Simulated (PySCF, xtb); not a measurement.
C3H5BO2, SMILES C=CB(O)C=O.

GFN2-xTB (xtb 6.7.1) at its own geometry gives an orbital gap of 2.16 eV and a dipole moment of 1.64 D.

Coordinates come from a B3LYP-D3(BJ)/def2-SVP optimisation. This is a generated structure with no PubChem entry under its InChIKey; it may be hypothetical. Other conformers were not sampled.

Q: What does ωB97X/def2-TZVP (PySCF) give? (An estimate is asked for; the answer gives what the named calculation found.)

A: gap 9.54 eV (levels -9.88 and -0.34 eV), dipole 2.05 D.
